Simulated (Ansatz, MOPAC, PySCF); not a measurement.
C6H7BiO2, SMILES `c1ccc[c](c1)[Bi]([OH])[OH]`, neutral singlet in the gas phase. In the def2 sets core potentials replace the inner electrons of Bi.

Cartesian coordinates (Å):
```xyz
16

O      3.0912    -1.4103     0.1985
Bi     2.4477     0.2241     1.3373
O      2.9113     1.7615    -0.0059
C      0.3228     0.0547     0.5689
C     -0.7819     0.0460     1.4250
C     -2.0750    -0.0602     0.9096
C     -2.2720    -0.1585    -0.4669
C     -1.1758    -0.1507    -1.3294
C      0.1151    -0.0444    -0.8122
H      2.4209    -1.6386    -0.4584
H      2.2223     1.8294    -0.6793
H     -0.6485     0.1222     2.5092
H     -2.9331    -0.0662     1.5866
H     -3.2841    -0.2417    -0.8700
H     -1.3269    -0.2276    -2.4092
H      0.9659    -0.0397    -1.5040
```
Charge 0, multiplicity 1.

All levels are single points at this geometry (PBE0-D3(BJ)/def2-SVP); Pople sets use spherical d functions. Orbital energies aren't observables, and empty levels follow the basis.

| level | HOMO (eV) | LUMO (eV) | gap (eV) | dipole (D) | vertical IE, Delta-SCF (eV) |
|---|---|---|---|---|---|
| B3LYP-D3(BJ)/def2-TZVP in Ansatz | -7.40 | -1.39 | 6.01 | 3.80 | 9.24 |
| CAM-B3LYP-D3(BJ)/def2-TZVP in Ansatz | -8.84 | -0.23 | 8.62 | 3.90 | – |
| PBE-D3(BJ)/def2-TZVP in Ansatz | -6.45 | -1.97 | 4.49 | 3.60 | 8.90 |
| B3LYP/6-31G* (LANL2DZ on Bi) in PySCF | -7.09 | -1.04 | 6.05 | 3.92 | 8.97 |
| PBE/6-31G* (LANL2DZ on Bi) in PySCF | -5.90 | -1.66 | 4.25 | 3.73 | – |
| HF/6-31G* (LANL2DZ on Bi) in PySCF | -9.46 | 2.18 | 11.63 | 4.52 | – |
| AM1 in MOPAC | -10.05 | -4.47 | 5.57 | 6.86 | – |
| PM3 in MOPAC | -9.64 | -0.68 | 8.96 | 3.72 | – |
| PM6 in MOPAC | -10.13 | -0.86 | 9.26 | 5.56 | – |
| PM7 in MOPAC | -9.83 | -1.26 | 8.57 | 5.22 | – |

Ansatz is a first-principles code.
